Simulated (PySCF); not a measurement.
Cartesian coordinates in Å; atom numbers follow the order of the lines, from 1:
```xyz
17

C     3.364   -0.240   -0.867
C     2.431   -0.340   -0.091
Si    0.984   -0.426    1.026
Cl    1.578   -1.299    2.817
C    -0.434   -1.381    0.218
C    -1.308   -0.368   -0.537
C    -1.749    0.799    0.362
Si   -0.213    1.579    1.185
H     4.190   -0.154   -1.550
H    -1.014   -1.863    1.024
H    -0.063   -2.181   -0.441
H    -2.190   -0.873   -0.966
H    -0.742    0.028   -1.400
H    -2.335    1.542   -0.202
H    -2.405    0.423    1.167
H    -0.471    2.085    2.566
H     0.376    2.672    0.352
```

Geometry: PBE0-D3(BJ)/def2-SVP; GIAO absolute shieldings from PySCF 2.14, gas phase, non-relativistic, averaged over equivalent atoms.

At B97-2/pcSseg-1 (202 basis functions, 30 s wall time on 1 thread of an Arm Neoverse V2, shared host):
| atoms | σ (ppm) |
| --- | --- |
| C1 | 79.6 |
| C2 | 98.7 |
| C6 | 159.1 |
| C5 | 159.2 |
| C7 | 171.8 |
| Si3 | 349.5 |
| Si8 | 417.8 |
| Cl4 | 953.7 |
| H16 | 27.66 |
| H17 | 27.71 |
| H9 | 28.67 |
| H12 | 29.17 |
| H11 | 29.80 |
| H14 | 30.06 |
| H13 | 30.28 |
| H15 | 30.74 |
| H10 | 30.79 |

Predict the values at PBE0/pcSseg-1 on the same geometry.

Answers


```csv
atoms,σ at PBE0/pcSseg-1,change
C1,76.3,-3.3
C2,96.1,-2.6
C6,160.3,+1.2
C5,159.5,+0.3
C7,172.8,+1.0
Si3,343.2,-6.3
Si8,414.8,-3.0
Cl4,951.8,-1.9
H16,27.46,-0.20
H17,27.51,-0.20
H9,28.54,-0.13
H12,29.06,-0.11
H11,29.67,-0.13
H14,29.94,-0.12
H13,30.18,-0.10
H15,30.63,-0.11
H10,30.69,-0.10
```

The largest change is at Si3 (silicon bonded to 2 C, Cl, Si, in a 5-membered ring). Cost: 202 basis functions, 40 s wall time on 1 thread of an Arm Neoverse V2, shared host. The order of the carbon signals changes between the two levels.
